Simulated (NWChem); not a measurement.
## Correlation energy of FNa

```xyz
2

Na     0.0000     0.0000    -0.8497
F      0.0000     0.0000     1.0385
```
Charge 0, spin multiplicity 1.

Program: NWChem. The geometry was optimised at PBE0/def2-SVP, a minimum by its harmonic frequencies.

Basis set: cc-pVQZ. Each correlation energy counts from its own Hartree-Fock reference.

The correlated methods keep 2 core orbitals frozen. The structure started from a generated list of species. No row is a measurement; the coupled-cluster row has its own basis-set and correlation limits.

```json
[
 {"method": "CR-CCSD(T)", "correlation energy (mHa)": "[?]"},
 {"method": "SCS-MP2", "correlation energy (mHa)": "[?]"},
 {"method": "CCSD", "correlation energy (mHa)": "[?]"},
 {"method": "MP2", "correlation energy (mHa)": "-318.3"},
 {"method": "CR-CCSD[T]", "correlation energy (mHa)": "-323.2"}
]
```

Task: Some entries are withheld; supply them.

Result: 
- CR-CCSD(T), correlation energy (mHa): -322.5
- SCS-MP2, correlation energy (mHa): -311.7
- CCSD, correlation energy (mHa): -314.0
